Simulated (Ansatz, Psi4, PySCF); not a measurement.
CH3O (SMILES C[O-]), charge -1, singlet, at a GFN2-xTB geometry. Base run: CCSD(T)/def2-SVP run with PySCF.

Here is a job for PySCF.
```python
from pyscf import gto, scf, cc

mol = gto.Mole()
mol.atom = '''
    C    -0.02331881    0.51924115   -0.01539977
    O     0.03468978   -0.77243926    0.02290917
    H    -1.08639489    0.97405626   -0.04951263
    H     0.45655976    1.07094605    0.88097598
    H     0.49222972    1.01906489   -0.92233812
'''
mol.basis = 'def2-svp'
mol.charge = -1
mol.verbose = 4
mol.build()

mf = scf.RHF(mol)
mf.kernel()

mycc = cc.CCSD(mf)
mycc.kernel()
et = mycc.ccsd_t()
print('E(CCSD(T)) = %.10f' % (mycc.e_tot + et))
```

The same geometry, method and basis name were run in Ansatz (an electronic-structure program) and Psi4 and PySCF, at each program's defaults and at the settings that a row names. The base is PySCF at its defaults. Differences at the defaults can come from grids, fitting, cores and function types together.

| code and settings | ΔE vs base (mEh) | basis functions | E (Eh) | SCF cycles |
|---|---|---|---|---|
| PySCF, defaults (exact integrals, spherical functions, all electrons correlated) | 0.000 | 43 | -114.67478 | 9 |
| Psi4, defaults (exact integrals, spherical functions, all electrons correlated) | 0.000 | 43 | -114.67478 | 11 |
| Ansatz, defaults (factorised integrals, spherical functions, frozen core) | 4.971 | 43 | -114.66981 | - |
| PySCF, frozen core | 4.969 | 43 | -114.66982 | 9 |
| Psi4, exact integrals, spherical functions, frozen core | 4.969 | 43 | -114.66982 | 11 |
| Ansatz, high accuracy, frozen core | 4.969 | 43 | -114.66982 | - |
